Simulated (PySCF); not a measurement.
HfH3, SMILES [HfH3] (connectivity only; charge and spin as stated), neutral, multiplicity 2. Atoms are numbered in the order given.

```xyz
4

Hf     0.0000     0.0000     0.0000
H      1.8676     0.0000     0.0000
H     -0.9338     1.6174     0.0000
H     -0.9338    -1.6174     0.0000
```
Charge 0, spin multiplicity 2.

Geometry optimised at B3LYP-D3(BJ)/def2-TZVPD. The geometry has at least one imaginary mode, so it is a saddle point at that level. The multiplicity is an assumed one; other spin states were not compared. The def2 effective core potentials stand for the cores of Hf; spin–orbit coupling is left out.

Computed with M06-2X/def2-TZVPD (PySCF).

Mulliken values depend strongly on the basis, most of all with diffuse functions as here. ESP charges are fitted to the potential on shells at 1.4 to 2.0 van der Waals radii. Atomic charges (e):

| atom | Mulliken | ESP fit | Mulliken spin |
|---|---|---|---|
| Hf1 | 0.65 | 0.83 | 0.90 |
| H2 | -0.22 | -0.28 | 0.03 |
| H3 | -0.22 | -0.28 | 0.03 |
| H4 | -0.22 | -0.28 | 0.03 |
